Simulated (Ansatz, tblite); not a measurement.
Cost and result up the ladder for the cluster HfO3H2 (the lowest singlet isomer of a short search) (6 atoms). Total charge 0; singlet. Geometry: B3LYP-D4/def2-TZVP.

```xyz
6

Hf   -0.207    0.228   -0.252
O    -0.858    1.195    1.300
O    -1.727    0.001    0.934
O     1.363   -0.923   -0.227
H    -0.572    1.009   -1.928
H     2.001   -1.511    0.174
```

Ansatz on 4 threads of Arm Neoverse V1 on a shared host; xTB runs through tblite on one thread. Times are rough, summed over both states, and most runs start from the orbitals of an earlier one. PBE0-D4/def2-TZVP serves as the yardstick here, not as an exact answer. The other state is a triplet.

In the def2 sets Hf takes a core potential; there is no spin–orbit coupling. The xTB rows come from tblite. The structure holds one bond between oxygen atoms, so isomers without such links may lie far lower. HOMO above LUMO, or a gap near zero within one spin, warns that the state may not be the lowest or that an electron is smeared out. The structure comes from a short search, and lower isomers may exist.

xTB has no spin-polarisation term.

| level | functions | wall time | vertical triplet (eV) | difference from PBE0-D4/def2-TZVP (eV) | remarks |
| --- | --- | --- | --- | --- | --- |
| GFN2-xTB | 23 | 0.008 s | 3.74 | 0.40 | – |
| GFN1-xTB | 25 | 0.01 s | 3.97 | 0.64 | – |
| PBE-D4/def2-TZVP (with forces) | 145 | 3.7 s | 3.11 | -0.22 | gap within one spin near zero (triplet) |
| PBE0-D4/def2-TZVP | 145 | 8.3 s | 3.34 | 0.00 | – |
| r2SCAN-D4/def2-TZVP | 145 | 8.3 s | 3.15 | -0.19 | – |
